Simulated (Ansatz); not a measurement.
A structure relaxed at PBE-D4/def2-TZVPD in Ansatz, charge -1, doublet:

```csv
atom,x (Å),y (Å),z (Å)
Li1,1.465,0.494,-0.954
Li2,-1.119,0.390,-2.123
Li3,-2.814,-0.659,0.749
Li4,-1.368,2.100,0.308
Li5,-0.101,-0.351,1.240
Li6,-0.656,-2.277,-0.872
N7,2.829,0.290,0.630
N8,1.764,0.011,1.021
```

Q: Give its formula and point group.

A: the cluster Li₆N₂⁻. Point group Cs (tolerance 0.1 Å).

Q: Summarise the bond lengths by kind (pairs closer than 1.2 times the sum of covalent radii, bridged metal pairs left out).

A: 6 × Li–Li 2.77 to 2.98 Å; 3 × Li–N 1.91 to 2.10 Å; 1 × N–N 1.17 Å.

The charge -1 doublet is spin-contaminated (final ⟨S²⟩ up to 0.83, 0.75 for a pure state). The highest occupied level of the charge -1 doublet lies above zero (up to 0.25 eV). It is a level of α spin, whose loss leaves a singlet; that state wasn't run at this geometry and level. The electron is either unbound and held by the finite basis, or the level is raised by self-interaction error. The relaxation made no stability test and no search for a lower SCF solution. Another isomer (doublet) lies 0.32 eV lower at PBE0-D4/def2-TZVPD; other spin states weren't run for this one.
